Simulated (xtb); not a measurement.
OPb, charge +1, quartet, geometry from GFN2-xTB of the parent state (such geometries of metal compounds can be far from the true shape) (a state made from the parent by changing its charge; the spin is typed, not shown lowest); GFN2-xTB in xtb 6.7.1.

Here is a job for xtb.
```
$ xtb mol.xyz --gfn 2 --chrg 1 --uhf 3 --json

# file mol.xyz
2

Pb    -0.00000000    -0.00000000    -0.17063348
O      0.00000000     0.00000000     1.74899315
```

Task: What does xtb print? Leave out banner, timings and long lists.

Result: 
```
   ID    Z sym.   atoms
    1   82 Pb     1
    2    8 O      2

           -------------------------------------------------
          |                Calculation Setup                |
           -------------------------------------------------

           -------------------------------------------------
          |                 G F N 2 - x T B                 |
           -------------------------------------------------

          ...................................................
          :                      SETUP                      :
          :.................................................:
          :  # basis functions                   8          :
          :  # atomic orbitals                   8          :
          :  # shells                            4          :
          :  # electrons                         9          :
          :  max. iterations                   250          :
          :  Hamiltonian                  GFN2-xTB          :
          :  restarted?                      false          :
          :  GBSA solvation                  false          :
          :  PC potential                    false          :
          :  electronic temp.          300.0000000     K    :
          :  accuracy                    1.0000000          :
          :  -> integral cutoff          0.2500000E+02      :
          :  -> integral neglect         0.1000000E-07      :
          :  -> SCF convergence          0.1000000E-05 Eh   :
          :  -> wf. convergence          0.1000000E-03 e    :
          :  Broyden damping             0.4000000          :
          :  net charge                          1          :
          :  unpaired electrons                  3          :
          ...................................................

 iter      E             dE          RMSdq      gap      omega  full diag
   1     -5.5407135 -0.554071E+01  0.138E+01    0.00       0.0  T
   2     -5.5521484 -0.114349E-01  0.108E+01    0.00       1.0  T
   3     -5.5525876 -0.439157E-03  0.185E+00    0.00       1.0  T
   4     -5.5535990 -0.101137E-02  0.544E-01    0.00       1.0  T
   5     -5.5536185 -0.195508E-04  0.151E-01    0.00       1.0  T
   6     -5.5536223 -0.375844E-05  0.258E-02    0.00       2.7  T
   7     -5.5536224 -0.154266E-06  0.113E-02    0.00       6.3  T
   8     -5.5536225 -0.203917E-07  0.181E-03    0.00      39.1  T
   9     -5.5536225 -0.186915E-09  0.477E-04    0.00     148.3  T
  10     -5.5536225 -0.281872E-10  0.497E-06    0.00   14230.1  T

   *** convergence criteria satisfied after 10 iterations ***

         :::::::::::::::::::::::::::::::::::::::::::::::::::::
         ::                     SUMMARY                     ::
         :::::::::::::::::::::::::::::::::::::::::::::::::::::
         :: total energy              -5.551015128112 Eh    ::
         :: gradient norm              0.120325054857 Eh/a0 ::
         :: HOMO-LUMO gap              0.000000000000 eV    ::
         ::.................................................::
         :: SCC energy                -5.553622453432 Eh    ::
         :: -> isotropic ES            0.141172081560 Eh    ::
         :: -> anisotropic ES          0.003452196374 Eh    ::
         :: -> anisotropic XC         -0.001404950522 Eh    ::
         :: -> dispersion             -0.000451631711 Eh    ::
         :: repulsion energy           0.002607325320 Eh    ::
         :: add. restraining           0.000000000000 Eh    ::
         :: total charge               1.000000000000 e     ::
         :::::::::::::::::::::::::::::::::::::::::::::::::::::

           -------------------------------------------------
          |                Property Printout                |
           -------------------------------------------------

    * Orbital Energies and Occupations

         #    Occupation            Energy/Eh            Energy/eV
      -------------------------------------------------------------
         1        2.0000           -1.1130410             -30.2874
         2        2.0000           -0.9881457             -26.8888
         3        1.5000           -0.8364953             -22.7622
         4        1.5000           -0.8364953             -22.7622
         5        1.0000           -0.8024126             -21.8348
         6        0.5000           -0.5048069             -13.7365 (HOMO)
         7        0.5000           -0.5048069             -13.7365 (LUMO)
         8                         -0.3401791              -9.2567
      -------------------------------------------------------------
                  HL-Gap            0.0000000 Eh            0.0000 eV
             Fermi-level           -0.6706511 Eh          -18.2493 eV

     #   Z          covCN         q      C6AA      α(0)
     1  82 Pb       0.824     0.897   515.619    50.280
     2   8 O        0.824     0.103    13.807     4.981

 Mol. C6AA /au·bohr⁶  :        684.323869
 Mol. C8AA /au·bohr⁸  :      90664.797120
 Mol. α(0) /au        :         55.260816

Wiberg/Mayer (AO) data.
largest (>0.10) Wiberg bond orders for each atom

 ---------------------------------------------------------------------------
     #   Z sym  total        # sym  WBO       # sym  WBO       # sym  WBO
 ---------------------------------------------------------------------------
     1  82 Pb   0.396 --     2 O    0.396
     2   8 O    0.396 --     1 Pb   0.396
 ---------------------------------------------------------------------------

Topologies differ in total number of bonds
Writing topology from bond orders to xtbtopo.mol

molecular dipole:
                 x           y           z       tot (Debye)
 q only:        0.000       0.000       0.053
   full:       -0.000       0.000      -0.023       0.058
molecular quadrupole (traceless):
                xx          xy          yy          xz          yz          zz
 q only:       -0.612       0.000      -0.612       0.000       0.000       1.224
  q+dip:       -0.146       0.000      -0.146      -0.000       0.000       0.292
   full:       -1.249      -0.000      -1.249      -0.000       0.000       2.498

           -------------------------------------------------
          | TOTAL ENERGY               -5.551015128112 Eh   |
          | GRADIENT NORM               0.120325054857 Eh/α |
          | HOMO-LUMO GAP               0.000000000000 eV   |
           -------------------------------------------------

normal termination of xtb
```
